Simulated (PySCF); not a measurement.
Molecule: `[O+]#C[C@H](Cl)CC(F)(F)F`, [C4H3ClF3O]+.

Geometry (Å), atoms numbered from 1 in this order:
```xyz
12

O     1.182    2.389   -0.729
C     1.109    1.355   -0.312
C     1.141    0.018    0.138
Cl    1.632   -0.597   -1.549
C    -0.142   -0.598    0.690
C    -1.361   -0.233   -0.175
F    -1.281    1.077   -0.510
F    -1.393   -0.914   -1.313
F    -2.490   -0.424    0.473
H     1.981   -0.156    0.828
H    -0.329   -0.230    1.705
H    -0.047   -1.687    0.729
```

Total charge +1.

Frames of a GFN2-xTB Langevin trajectory at 400 K; GIAO PBE0/pcSseg-1 shieldings in PySCF, gas phase, non-relativistic; equivalent atoms averaged within each frame.

Referencing at the same level of theory: H2O for ¹⁷O (336.08 ppm); TMS for ¹³C (186.93 ppm) and ¹H (31.72 ppm); HCl for ³⁵Cl (949.78 ppm); ¹⁹F (170.95 ppm) against CFCl3. The references are static minima.

Question: How do the shifts (ppm) fluctuate along the trajectory?

Answer: 
```tsv
time (fs)	O1	C2	C6	C3	C5	Cl4	F7/F8/F9	H10	H12	H11
250	388.7	159.4	132.3	43.7	40.2	356	-66.1	7.01	3.42	3.35
425	377.1	151.9	129.9	39.6	46.6	480	-60.5	5.81	4.61	3.31
625	399.2	159.6	126.4	45.0	39.8	413	-69.2	4.80	4.19	5.22
800	360.9	148.0	129.1	42.7	35.8	415	-73.9	5.31	3.41	3.80
1000	405.7	164.3	136.4	50.2	47.4	401	-50.8	4.94	2.78	3.50
mean of frames	386.3	156.6	130.8	44.2	42.0	413	-64.1	5.57	3.68	3.84
standard deviation	17.9	6.6	3.8	3.9	4.9	45	8.9	0.89	0.72	0.80
```

5 frames give an uncertainty of the mean of about the standard deviation over 2.2 at best, since frames this close in time may not be independent; classical motion lacks zero-point vibration, and the reference would need the same averaging.
